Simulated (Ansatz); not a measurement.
Gas-phase electronic energies from Ansatz, PBE0-D4/def2-TZVP geometries. CBS: MP2 limit from def2 TZ/QZ plus the TZ coupled-cluster correction, frozen cores. This one scheme is used for every species. DFT in def2-TZVPP. For Se outer-core shells are correlated without core-valence functions, which leaves a few kJ/mol of doubt a bond. Scalar relativity is left out up to krypton. One conformer a species, not always the lowest.

Reaction (ligand exchange at the Al–C bond): `[CH3][Al]([F])[F]` + `C[SeH]` → `C[Se][Al]([F])[F]` + CH₄

(1) Is it downhill or uphill in electronic energy at CCSD(T)/CBS, and by how much? (Estimate.)

(2) What do these levels give: LDA (SPW92), r2SCANh-D4, B2PLYP, BLYP, CCSD/def2-SVP, HF/def2-QZVPP? (Estimate.)

Largest T1 diagnostic among the species: 0.012.

## Answers

(1) Ansatz gave: Downhill: ΔE = -109.8 kJ/mol.

(2) Ansatz gave: LDA (SPW92) -100.9, r2SCANh-D4 -110.8, B2PLYP -106.1, BLYP -100.0, CCSD/def2-SVP -106.4, HF/def2-QZVPP -109.7 kJ/mol.

From BLYP to BHLYP (50 % exact exchange), in def2-TZVPP and without D4, ΔE moves by −6.1 kJ/mol. Leaving LDA and LC-ωPBE aside and taking each functional with its dispersion term where it has one, the values, not all of them listed here, spread over 8.7 kJ/mol, from BHLYP-D4 to ωB97M-V.
